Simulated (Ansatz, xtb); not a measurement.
## A geometry optimisation of CH5AlBF with r2SCAN-D4/def2-SVP

The starting geometry of this gas-phase singlet was built from a drawn formula by distance geometry and a force field; its bonds are those of `B[CH2][AlH][F]`.

```json
{"atom": "C", "x (Å)": "-0.1128", "y (Å)": "-0.6092", "z (Å)": "-0.9899"}
{"atom": "Al", "x (Å)": "1.0542", "y (Å)": "-0.5797", "z (Å)": "0.6592"}
{"atom": "B", "x (Å)": "-1.4566", "y (Å)": "0.0770", "z (Å)": "-0.6606"}
{"atom": "F", "x (Å)": "1.6055", "y (Å)": "1.0057", "z (Å)": "1.3464"}
{"atom": "H", "x (Å)": "-2.4781", "y (Å)": "-0.4985", "z (Å)": "-0.6989"}
{"atom": "H", "x (Å)": "-1.4448", "y (Å)": "1.2420", "z (Å)": "-0.4073"}
{"atom": "H", "x (Å)": "0.3812", "y (Å)": "-0.1364", "z (Å)": "-1.7984"}
{"atom": "H", "x (Å)": "-0.2496", "y (Å)": "-1.6991", "z (Å)": "-1.2196"}
{"atom": "H", "x (Å)": "1.5933", "y (Å)": "-1.9527", "z (Å)": "1.2931"}
```

Question: Predict what becomes of its bonds when it is optimised with r2SCAN-D4/def2-SVP.

Answer: It keeps its bonds, and is `B[CH2][AlH][F]`.

The energy falls by 0.56 eV over 19 steps:

```tsv
step	E − E(last) (eV)
1	0.559
3	0.089
5	0.021
7	0.012
9	0.005
11	0.003
13	0.001
15	0.000
17	0.000
19	0.000
```

Final geometry (Å):

| atom | x (Å) | y (Å) | z (Å) |
| --- | --- | --- | --- |
| C | -0.0777 | -0.5151 | -1.0765 |
| Al | 0.9424 | -0.5974 | 0.5986 |
| B | -1.4301 | 0.0213 | -0.6330 |
| F | 1.8169 | 0.7522 | 1.0377 |
| H | -2.2839 | -0.7306 | -0.2126 |
| H | -1.6431 | 1.2130 | -0.5979 |
| H | 0.5401 | 0.1484 | -1.7057 |
| H | -0.0516 | -1.5707 | -1.4011 |
| H | 1.0794 | -1.8720 | 1.5145 |

From the same start GFN2-xTB reaches the same bonding as this run.

The end wasn't checked by frequencies. Run with Ansatz 0.2.0, 30 s on 2 threads of Arm Neoverse V2 (shared host).
